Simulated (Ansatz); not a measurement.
Ansatz (a first-principles code) input:

Ansatz 0.2 input:
```yaml
crystal:
  periodic: [false, false, false]
  atoms:
    - {symbol: Ru, position_ang: [-0.09489854, -0.44809926, -0.45722299]}
    - {symbol: O, position_ang: [0.00754408, 2.56757418, -0.55871337]}
    - {symbol: C, position_ang: [-0.05097926, 1.42205727, -0.63640545]}
    - {symbol: O, position_ang: [0.39837025, -0.65089659, 2.51441633]}
    - {symbol: C, position_ang: [0.20568280, -0.69156614, 1.38177007]}
basis:
  gaussian:
    orbitals: def2-TZVPD
hamiltonian:
  xc: {name: B2GP-PLYP}
magnetization: {spin_polarized: true, initial_magnetization: 2}
correlation: {electrons: outside_noble_gas}
```

Q: Which total energy does the run end on?

A: -321.22584 Eh (B2GP-PLYP/def2-TZVPD). The basis has 194 functions.

The spin state was set by rule; other spins were not relaxed.
